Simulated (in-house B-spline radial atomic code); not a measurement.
Values are calculated unless marked as measured or tabulated.
# Building a PAW p channel for Rb, r_c = 1.47 bohr

Rb, [Kr] 5s1, non-relativistic LDA (VWN5), spherical and spin-unpolarised, from an all-electron radial atomic-structure program (B-spline basis) (atomic units; all potentials screened as in the neutral atom).

Two all-electron partial waves φ1, φ2 are integrated outwards at E1 = ε(4p) = -0.59217 and E2 = E1 + 2 hartree; φ1 is the bound orbital and φ2 has unit norm inside r_c = 1.466 bohr. Smooth partners are polynomials, r^2(a0 + a1 r² + a2 r⁴ + a3 r⁶), matched to φ and three derivatives at r_c, with no condition on the norm. The local potential is -13.0826 + (13.9262) r² + (-6.43981) r⁴ + (1.11703) r⁶ inside 1.2002 bohr and the all-electron one outside.

```csv
wave,φ(r_c),φ'(r_c),a0,a1,a2,a3
1,0.8391206,-0.05386184,1.038076,-0.4175815,0.05646667,-0.001108074
2,0.6432093,-2.870415,2.985998,-2.068002,0.4561679,-0.03518401
```

Inside r_c the overlaps are <φi φj> = [[0.38135, 0.59349], [0.59349, 1.00000]] and, for the smooth waves, [[0.41128, 0.67902], [0.67902, 1.22902]]. With χj = (Ej − T − V_local) applied to smooth wave j, the program's quadrature gives the matrix B_ij = <smooth i, χj> as [[0.63513, 1.56707], [1.39602, 3.51076]].

Problem. Check the match of the first wave, and find the augmentation charges q_ij.

Solution. At r_c the four terms are 2.23099, -1.92876, 0.56053, -0.02364, which sum to 0.8391, φ1(r_c) to rounding. q_ij is the all-electron overlap less the smooth one: [[-0.02993, -0.08552], [-0.08552, -0.22902]]. The smooth first wave has a norm of 0.4113 inside r_c against 0.3814, so q11 is negative and must stay small enough for the overlap operator to be positive.

Problem. B isn't symmetric. Show that D_ij = B_ij + Ej q_ij is.

Solution. Integrating by parts gives B12 − B21 = (E1 − E2) q12: 1.56707 − (1.39602) = 0.17105, and −2 × (-0.08552) = 0.17105. So D12 = 1.56707 + (1.407830)(-0.08552) = 1.44667 and D21 = 1.39602 + (-0.59217)(-0.08552) = 1.44666; D11 = 0.65285, D22 = 3.18834. The projectors, p = (B⁻¹)ᵀ χ, are dual to the smooth waves; det B = 0.042, small beside B11 B22, as the two smooth waves look alike inside r_c.

Solving (T + V_local + Σ p D p) ψ = E (1 + Σ p q p) ψ in a sphere of 9 bohr gives these levels:

```
all-electron  one projector  two projectors
   -0.592169      -0.592169       -0.592169
    0.007065       0.006685        0.007061
    0.287396       0.285657        0.287384
    0.729947       0.723700        0.729933
    1.323220       1.304150        1.323220
```

Problem. What does the second projector gain?

Solution. With one projector the errors are 0.00, -0.38, -1.74, -6.25, -19.07 millihartree. With two the errors are 0.00, 0.00, -0.01, -0.01, 0.00 millihartree. The scattering is exact at E1 and at E2 = 1.408, and over all levels compared the largest error is 0.014 millihartree. The lowest eigenvalue of the overlap operator is 0.8249 with one and 0.4326 with two projectors. The smooth orbital alone needs a cutoff of 10.4 hartree for 1 millihartree of kinetic energy, against 17.3 for a norm-conserving Troullier-Martins orbital of the same radius; part of the gain comes from giving up the norm, part from the simpler form.
